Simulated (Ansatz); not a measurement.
Basis-set extrapolation for CH$_{8}$Al$_{2}$OSi (PBE0-D4/def2-TZVP geometry, frozen core, the Gaussian-basis code of Ansatz). Multiplicity 1, RHF reference.

```json
{"": "HF", "def2-TZVPP": "-890.285155", "def2-QZVPP": "-890.314037"}
{"": "MP2 correlation", "def2-TZVPP": "-0.703781", "def2-QZVPP": "-0.755593"}
{"": "CCSD(T) correlation", "def2-TZVPP": "-0.791359", "def2-QZVPP": "not run"}
```

Energies in hartree. Use E(X) = E(∞) + A·exp(−7.88·√X) for Hartree–Fock and E(X) = E(∞) + B·X^(−2.97) for correlation, with X = 3 and 4, and add CCSD(T) minus MP2 of the smaller set to the MP2 limit.

What is the CCSD(T) energy at the basis-set limit?

HF limit: -890.314037 + (-0.028882) × 0.13774 = -890.31802. MP2 limit: -0.755593 + (-0.051812) × 0.74074 = -0.79397. Higher-order term: -0.791359 − (-0.703781) = -0.08758. Total: -891.19957 hartree, 77.2 kcal/mol below CCSD(T)/def2-TZVPP.
